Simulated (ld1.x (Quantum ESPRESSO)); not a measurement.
# Building the TM potential for lead (Pb) (LDA (PZ), fully relativistic).

ld1.x (Quantum ESPRESSO) 7.5 was run on this input:

```
&input
   title='Pb', zed=82., rel=2, dft='PZ', iswitch=3,
   config='[Xe] 4f14 5d10 5f-2 6s2 6p1', rel_dist='average',
   nld=7, rlderiv=2.90, eminld=-4.0, emaxld=5.0, deld=0.02
 /
 &inputp
   pseudotype=2, tm=.true., lloc=-2, rcloc=1.35,
   nlcc=.false.,
   file_pseudopw='Pb.UPF', file_wfcaegen='ae.wfc', file_wfcncgen='nc.wfc', file_beta='beta', file_chi='chi'
 /
4
6S  1  0   2.00   0.00  1.65  1.65  0.0
6P  2  1   1.00   0.00  2.65  2.65  0.0
5D  3  2  10.00   0.00  1.80  1.80  0.0
5F  4  3  -2.00   0.05  2.00  2.00  0.0
 &test
   configts(1)='5d10 6s2 6p1'
 /
```

Command:

```bash
ld1.x < Pb.in > Pb.out
```

The program printed (shortened: banner, matrices, multipoles, cross overlaps and the repeated all-electron block are left out):

```
Program LD1 v.7.5
     --------------------------- All-electron run ----------------------------

     Pb
     dirac relativistic calculation

     atomic number is 82.00
     dft =PZ   lsd =0 sic =0 latt =0  beta=0.20 tr2=1.0E-14
     Exchange-correlation= PZ
                           (   1   1   0   0   0   0   0)
     mesh =1281 r(mesh) =  98.81810 a.u. xmin = -7.00 dx = 0.01250
     1 Ry =  13.60569312 eV, c = 137.03599908

     n l j   nl                  e(Ry)          e(Ha)          e(eV)
     Spin orbit split results
     1 0 0.5 1S 1( 2.00)     -6462.0271     -3231.0135    -87920.3574
     2 0 0.5 2S 1( 2.00)     -1155.3627      -577.6814    -15719.5109
     2 1 0.5 2P 1( 2.00)     -1109.7606      -554.8803    -15099.0615
     2 1 1.5 2P 1( 4.00)      -948.9717      -474.4859    -12911.4183
     3 0 0.5 3S 1( 2.00)      -277.7154      -138.8577     -3778.5110
     3 1 0.5 3P 1( 2.00)      -257.1137      -128.5568     -3498.2100
     3 1 1.5 3P 1( 4.00)      -221.2458      -110.6229     -3010.2020
     4 0 0.5 4S 1( 2.00)       -63.2548       -31.6274      -860.6258
     4 1 0.5 4P 1( 2.00)       -54.3447       -27.1723      -739.3968
     4 1 1.5 4P 1( 4.00)       -45.5458       -22.7729      -619.6815
     3 2 1.5 3D 1( 4.00)      -187.3065       -93.6533     -2548.4350
     3 2 2.5 3D 1( 6.00)      -179.6694       -89.8347     -2444.5263
     5 0 0.5 5S 1( 2.00)       -11.1533        -5.5767      -151.7489
     5 1 0.5 5P 1( 2.00)        -8.1018        -4.0509      -110.2307
     5 1 1.5 5P 1( 4.00)        -6.4416        -3.2208       -87.6427
     4 2 1.5 4D 1( 4.00)       -31.0143       -15.5071      -421.9707
     4 2 2.5 4D 1( 6.00)       -29.3723       -14.6861      -399.6303
     4 3 2.5 4F 1( 6.00)       -10.5382        -5.2691      -143.3798
     4 3 3.5 4F 1( 8.00)       -10.1681        -5.0841      -138.3443
     5 2 1.5 5D 1( 4.00)        -2.2452        -1.1226       -30.5481
     5 2 2.5 5D 1( 6.00)        -2.0532        -1.0266       -27.9358
     6 0 0.5 6S 1( 2.00)        -1.4372        -0.7186       -19.5548
     6 1 0.5 6P 1( 0.33)        -0.8495        -0.4248       -11.5585
     6 1 1.5 6P 1( 0.67)        -0.7097        -0.3548        -9.6556
     Averaged results
     1 0     1S 1( 2.00)     -6462.0271     -3231.0135    -87920.3574
     2 0     2S 1( 2.00)     -1155.3627      -577.6814    -15719.5109
     2 1     2P 1( 6.00)     -1002.5680      -501.2840    -13640.6327
     3 0     3S 1( 2.00)      -277.7154      -138.8577     -3778.5110
     3 1     3P 1( 6.00)      -233.2017      -116.6009     -3172.8713
     4 0     4S 1( 2.00)       -63.2548       -31.6274      -860.6258
     4 1     4P 1( 6.00)       -48.4787       -24.2394      -659.5866
     3 2     3D 1(10.00)      -182.7242       -91.3621     -2486.0898
     5 0     5S 1( 2.00)       -11.1533        -5.5767      -151.7489
     5 1     5P 1( 6.00)        -6.9950        -3.4975       -95.1720
     4 2     4D 1(10.00)       -30.0291       -15.0145      -408.5664
     4 3     4F 1(14.00)       -10.3267        -5.1634      -140.5024
     5 2     5D 1(10.00)        -2.1300        -1.0650       -28.9807
     5 3     5F 1( 0.00)        -0.8213        -0.4106       -11.1742
     6 0     6S 1( 2.00)        -1.4372        -0.7186       -19.5548
     6 1     6P 1( 1.00)        -0.7563        -0.3781       -10.2899

     final scf error:  3.8E-15 reached in  26 iterations

     Etot =  -41834.072498 Ry,  -20917.036249 Ha, -569181.552492 eV

     Ekin =   48701.521228 Ry,   24350.760614 Ha,  662617.952446 eV
     Encl = -105877.065248 Ry,  -52938.532624 Ha,-1440530.858523 eV
     Eh   =   16098.763338 Ry,    8049.381669 Ha,  219034.833639 eV
     Exc  =    -757.291816 Ry,    -378.645908 Ha,  -10303.480053 eV

     normalization and overlap integrals

     s(1S/1S) =  1.000000  <r> =   0.0161  <r2> =    0.0004  r(max) =   0.0099
     s(2S/2S) =  1.000000  <r> =   0.0669  <r2> =    0.0054  r(max) =   0.0575
     s(2P/2P) =  1.000000  <r> =   0.0549  <r2> =    0.0038  r(max) =   0.0426
     s(2P/2P) =  1.000000  <r> =   0.0638  <r2> =    0.0050  r(max) =   0.0495
     s(3S/3S) =  1.000000  <r> =   0.1741  <r2> =    0.0348  r(max) =   0.1622
     s(3P/3P) =  1.000000  <r> =   0.1645  <r2> =    0.0316  r(max) =   0.1504
     s(3P/3P) =  1.000000  <r> =   0.1808  <r2> =    0.0380  r(max) =   0.1663
     s(4S/4S) =  1.000000  <r> =   0.3843  <r2> =    0.1669  r(max) =   0.3609
     s(4P/4P) =  1.000000  <r> =   0.3854  <r2> =    0.1692  r(max) =   0.3609
     s(4P/4P) =  1.000000  <r> =   0.4202  <r2> =    0.2007  r(max) =   0.3939
     s(3D/3D) =  1.000000  <r> =   0.1570  <r2> =    0.0289  r(max) =   0.1295
     s(3D/3D) =  1.000000  <r> =   0.1619  <r2> =    0.0307  r(max) =   0.1328
     s(5S/5S) =  1.000000  <r> =   0.8533  <r2> =    0.8165  r(max) =   0.7932
     s(5P/5P) =  1.000000  <r> =   0.9116  <r2> =    0.9377  r(max) =   0.8235
     s(5P/5P) =  1.000000  <r> =   1.0044  <r2> =    1.1393  r(max) =   0.9101
     s(4D/4D) =  1.000000  <r> =   0.4248  <r2> =    0.2085  r(max) =   0.3842
     s(4D/4D) =  1.000000  <r> =   0.4359  <r2> =    0.2194  r(max) =   0.3939
     s(4F/4F) =  1.000000  <r> =   0.4509  <r2> =    0.2435  r(max) =   0.3476
     s(4F/4F) =  1.000000  <r> =   0.4572  <r2> =    0.2504  r(max) =   0.3520
     s(5D/5D) =  1.000000  <r> =   1.2750  <r2> =    1.8906  r(max) =   1.0574
     s(5D/5D) =  1.000000  <r> =   1.3235  <r2> =    2.0410  r(max) =   1.0841
     s(6S/6S) =  1.000000  <r> =   2.2426  <r2> =    5.6751  r(max) =   1.9509
     s(6P/6P) =  1.000000  <r> =   2.7471  <r2> =    8.5988  r(max) =   2.2951
     s(6P/6P) =  1.000000  <r> =   3.0828  <r2> =   10.8101  r(max) =   2.6007

     ------------------------ End of All-electron run ------------------------

     --------------------- Generating NC pseudopotential ---------------------

      Generating local potential from pseudized AE potential:
      Matching radius rcloc =   1.3500
      Enforcing V''(0)=0 (lloc=-2)

      Local pseudo, rcloc= 1.341 Estimated cut-off energy=    17.87 Ry

     Fully relativistic calculation: |psi|^2

     Wfc 6S LC norm =  0.99989333 SC norm =  0.00010512 missing  0.00000155

     Wfc 6P LC norm =  0.99993170 SC norm =  0.00006795 missing  0.00000035

     Wfc 6P LC norm =  0.99994633 SC norm =  0.00004939 missing  0.00000427

     Wfc 5D LC norm =  0.99967242 SC norm =  0.00032756 missing  0.00000002

     Wfc 5D LC norm =  0.99969472 SC norm =  0.00030503 missing  0.00000025

      Wfc   6S  rcut= 1.638  Using Troullier-Martins method

      Wfc   6P  rcut= 2.633  Using Troullier-Martins method

      Wfc   6P  rcut= 2.633  Using Troullier-Martins method

      Wfc   5D  rcut= 1.810  Using Troullier-Martins method

      Wfc   5D  rcut= 1.810  Using Troullier-Martins method

      Wfc   5F  rcut= 2.000  Using Troullier-Martins method

      Wfc   5F  rcut= 2.000  Using Troullier-Martins method

     ------------------- End of pseudopotential generation -------------------

     Computing logarithmic derivative in   2.89229
     Computing logarithmic derivative in   2.89229
     Computing the partial wave expansion
     R is outside the sphere for l=    0 j= 0.50
     R is outside the sphere for l=    1 j= 0.50
     R is outside the sphere for l=    1 j= 1.50
     R is outside the sphere for l=    2 j= 1.50
     R is outside the sphere for l=    2 j= 2.50
     R is outside the sphere for l=    3 j= 2.50
     R is outside the sphere for l=    3 j= 3.50

     ---------------------- Testing the pseudopotential ----------------------

     Pb
     dirac relativistic calculation

     atomic number is 82.00   valence charge is 14.00
     dft =PZ   lsd =0 sic =0 latt =0  beta=0.20 tr2=1.0E-14
     mesh =1281 r(mesh) =  98.81810 xmin = -7.00 dx = 0.01250

     n l  j  nl             e AE (Ry)       e PS (Ry)    De AE-PS (Ry)
     3 2 1.5 5D   1( 4.00)       -2.24525       -2.24525       -0.00000
     3 2 2.5 5D   1( 6.00)       -2.05324       -2.05326        0.00001
     1 0 0.5 6S   1( 2.00)       -1.43725       -1.43725       -0.00000
     2 1 0.5 6P   1( 0.33)       -0.84953       -0.84953       -0.00000
     2 1 1.5 6P   1( 0.67)       -0.70967       -0.70967        0.00000

     eps = 6.7E-15  iter = 19

     Etot =  -41834.072498 Ry,  -20917.036249 Ha, -569181.552492 eV
     Etotps =  -119.234035 Ry,     -59.617017 Ha,   -1622.261685 eV

     Ekin =      71.242833 Ry,      35.621417 Ha,     969.308126 eV
     Encl =    -270.953572 Ry,    -135.476786 Ha,   -3686.511158 eV
     Ehrt =      98.601994 Ry,      49.300997 Ha,    1341.548474 eV
     Ecxc =     -13.843110 Ry,      -6.921555 Ha,    -188.345113 eV
     Epseu=      -4.282179 Ry,      -2.141090 Ha,     -58.262015 eV

     ---------------------- End of pseudopotential test ----------------------
```

Note: ghost states, extra bound levels that the all-electron valence spectrum of the same l lacks: s at -61.4 eV, p3/2 at -13.9 eV, p1/2 at -0.98 eV. A true bound ghost makes a file unfit for plane-wave use.

Generation and configuration tests took about 4.2 s on one core of a shared server CPU.
